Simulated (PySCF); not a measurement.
**Frontier orbitals and the lowest excitations**

Compound: C5H6BNO2S.
Numbering: `[CH2:1]=[N:2][c:3]1[cH:4][cH:5][c:6]([B:7]([OH:8])[OH:9])[s:10]1` (hydrogens: H11, H12 on C1; H13 on C4; H14 on C5; H15 on O8; H16 on O9)

Geometry (PBE0-D3(BJ)/def2-SVP, Å), atoms numbered from 1 in this order:
```xyz
16
C5H6BNO2S angstrom
C     -2.8669    2.2235   -0.4736
N     -2.6684    1.0157   -0.8138
C     -1.4963    0.3534   -0.5356
C     -1.2287   -0.9403   -0.9400
C      0.0463   -1.3910   -0.5343
C      0.7613   -0.4531    0.1845
B      2.1815   -0.6051    0.7982
O      2.6914    0.4421    1.5084
O      2.8290   -1.7866    0.5831
S     -0.1442    1.0065    0.3629
H     -2.1246    2.8433    0.0651
H     -3.8260    2.6954   -0.7220
H     -1.9541   -1.5136   -1.5167
H      0.4486   -2.3819   -0.7506
H      3.5710    0.3111    1.8724
H      3.7009   -1.8596    0.9800
```

Level of theory: TDDFT wB97X-D/def2-SVPD, vertical, gas phase, core orbitals frozen in the response in PySCF 2.14.0, density-fitted response routines.

Frontier orbitals with the atoms that hold most of them (Löwdin shares over 4%, at most four atoms; ? is withheld):

```csv
orbital,ε (eV),atoms
HOMO-3,-11.54,"S10 47%, C6 15%, C5 9%, C4 6%"
HOMO-2,-9.45,"N2 54%, C1 13%, S10 11%, C3 8%"
HOMO-1,-9.01,"S10 44%, C4 20%, C5 16%, C3 9%"
HOMO,-8.20,?
LUMO,?,?
LUMO+1,1.11,"B7 38%, O9 17%, O8 17%, H16 10%"
LUMO+2,2.04,"C5 19%, N2 14%, C1 13%, B7 10%"
```

Q: Give the leading atoms of the LUMO.

A: C1 (bonded to N and 2 H) 21%; N2 (bonded to 2 C) 14%; C6 (bonded to B, C and S) 13%; S10 (bonded to 2 C) 11%. By element: carbon 33% or more, nitrogen 14%, sulfur 11%.

Q: Which atoms hold the HOMO, and with what shares?

A: C6 (bonded to B, C and S) 23%; C3 (bonded to C, N and S) 20%; C5 (bonded to 2 C and H) 12%; C1 (bonded to N and 2 H) 11%.

Q: What is the LUMO energy, and the HOMO–LUMO gap?

A: ε(LUMO) = -0.17 eV; the gap is 8.03 eV (0.2950 hartree).

Q: The HOMO–LUMO gap is 8.03 eV. Where does the response calculation put the lowest singlet, and from which orbitals?

A: S1 is at 4.20 eV (f = 0.056), 3.82 eV below the gap, made of HOMO-2→LUMO (74%), HOMO→LUMO (18%). Its leading pair isn't HOMO and LUMO; the energies of that pair differ by 9.28 eV. Without the coupling terms of the response equations the lowest excitation would equal the gap.

Q: One configuration dominates each of S1, S2 and S3. Which, and how do the shares of the two leading atoms of either orbital change from the occupied to the empty one?

A: 
- S1 (4.20 eV, f 0.056), HOMO-2→LUMO (74%): N2 54% → 14%, C1 13% → 21%
- S2 (4.31 eV, f 0.263), HOMO→LUMO (75%): C6 23% → 13%, C3 20% → at most 12%, C1 11% → 21%, N2 at most 12% → 14%
- S3 (4.82 eV, f 0.111), HOMO-1→LUMO (89%): S10 44% → 11%, C4 20% → at most 12%, C1 at most 9% → 21%, N2 at most 9% → 14%

Löwdin shares depend on the basis, the more so with diffuse functions.

One conformer stands for the species.
